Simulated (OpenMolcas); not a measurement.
## Mo4+: moving or changing the point charges

Mo4+ among 6 point charges of -1.7 e arranged as a tetragonal octahedron (D4h), 2.13 Å from the ion, with the axial distance 2.236 Å.

| Item | Value |
| --- | --- |
| Program | OpenMolcas |
| Method | SS-CASPT2, IPEA 0.25 Eh, imaginary shift 0.1 Eh (closed shells correlated: 4s 4p) |
| Basis | ANO-RCC-VTZP [7s6p4d2f1g] |
| Scalar Hamiltonian | DKH2, point nucleus |
| Active space | 2 electrons in 5 orbitals (4d) |
| State averaging | 2S+1 = 3 even, 10 roots; 2S+1 = 1 even, 15 roots |
| Spin-orbit coupling | RASSI with atomic mean-field integrals over the reference wave functions |

Runs around this geometry, states (labels of D4, the rotations of D4h). Energies in cm-1 above the lowest state or level, χT in cm3 K/mol.

| R (Å) | q (e) | Axial / equatorial distance | Ground state | First state of that spin | First gap with spin-orbit (degeneracies) | χT at 300 K | First state of another spin |
| --- | --- | --- | --- | --- | --- | --- | --- |
| 2.13 | -1.1 | 1.05 | 3A2 | 3E 300 | 320 (1, 1) | 0.200 | 1B2 9400 |
| 2.03 | -1.7 | 1.05 | 3A2 | 3E 810 | 260 (1, 2) | 0.262 | 1B2 9830 |
| 2.13 | -1.7 | 1.05 | 3A2 | 3E 680 | 300 (1, 2) | 0.229 | 1B2 9710 |
| 2.33 | -1.7 | 1.05 | 3A2 | 3E 700 | 360 (1, 2) | 0.206 | 1B2 9390 |
| 2.13 | -1.7 | 1.13 | 3A2 | 3E 1570 | 330 (1, 2) | 0.261 | 1B2 9350 |

Free-ion shares, where given, are those of the reference states; single-state CASPT2 does not remix them. Spin-orbit coupling mixes the spin-free states strongly: the lowest level takes only 63 % from its leading state, 3A2 (figures for R = 2.13, q = -1.1, ratio = 1.05; the like holds for R = 2.33, q = -1.7, ratio = 1.05). Point charges carry no covalency, so the field is a model and not that of real ligands. No measured value stands beside these numbers.
